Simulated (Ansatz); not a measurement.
Relaxation of CH₅BCl₂O (10 atoms, charge 0, multiplicity 1), to a largest force component of 0.03 eV/Å in at most 50 steps.

Theory: RKS PBE0-D4/def2-SVP (Ansatz 0.2.0).

```xyz
10
Properties=species:S:1:pos:R:3:forces:R:3
B -0.065 0.461 0.129 -0.15 -0.30 1.08
Cl -0.364 0.465 1.929 0.16 0.04 -1.07
H 1.053 0.615 -0.268 -0.02 -0.01 0.01
Cl -1.436 0.505 -0.944 0.03 -0.02 0.03
O 0.266 -2.111 0.300 -0.14 0.47 0.80
C -0.797 -2.898 -0.173 -0.02 0.01 -0.02
H -0.681 -3.961 0.110 -0.01 0.04 0.01
H -1.784 -2.543 0.179 0.04 -0.01 -0.02
H -0.791 -2.837 -1.272 0.00 -0.02 0.04
H 0.156 -1.967 1.266 0.11 -0.20 -0.86
```

Problem. Where does it end, and by what steps?

Solution. It converged. The force dipped under the threshold on the way, but the program's further checks kept it going. After 24 steps the energy has fallen by 0.565 eV; H3 moved furthest, 0.89 Å. Joined: B1–O5 (2.60 → 1.62 Å).

```
step  energy less start (eV)  largest force component (eV/Å)  accepted
   0                  0.0000                           1.081       yes
   1                 -0.1463                           0.594       yes
   2                 -0.3129                           0.708       yes
   3                 -0.4359                           0.794       yes
   4                 -0.4880                           0.304       yes
   5                 -0.4945                           0.063       yes
   6                 -0.4952                           0.052       yes
   7                 -0.4958                           0.026       yes
   8                 -0.4963                           0.033       yes
   9                 -0.4946                           0.519        no
  10                 -0.4742                           0.682        no
  11                 -0.4980                           0.036       yes
  12                 -0.5025                           0.076       yes
  13                 -0.5069                           0.284       yes
  14                 -0.5157                           0.224       yes
  15                 -0.5260                           0.538       yes
  16                 -0.5441                           0.445       yes
  17                 -0.4555                           0.938        no
  18                 -0.5586                           0.121       yes
  19                 -0.5545                           0.237        no
  20                 -0.5621                           0.066       yes
  21                 -0.5636                           0.056       yes
  22                 -0.5629                           0.240        no
  23                 -0.5643                           0.023       yes
  24                 -0.5646                           0.024       yes
```

```xyz
10
Properties=species:S:1:pos:R:3
B -0.114 -0.146 0.194
Cl 0.388 0.629 1.766
H 0.690 -0.074 -0.704
Cl -1.830 0.251 -0.306
O -0.120 -1.708 0.612
C -0.658 -2.690 -0.283
H -0.494 -3.683 0.154
H -1.722 -2.493 -0.470
H -0.093 -2.594 -1.217
H -0.489 -1.765 1.509
```

Whether the end is a true minimum wasn't checked by a vibrational analysis.

Run time: 37 s on 2 threads of Intel(R) Xeon(R) 6975P-C (Granite Rapids), with other jobs on the host, peak memory 0.24 GiB.
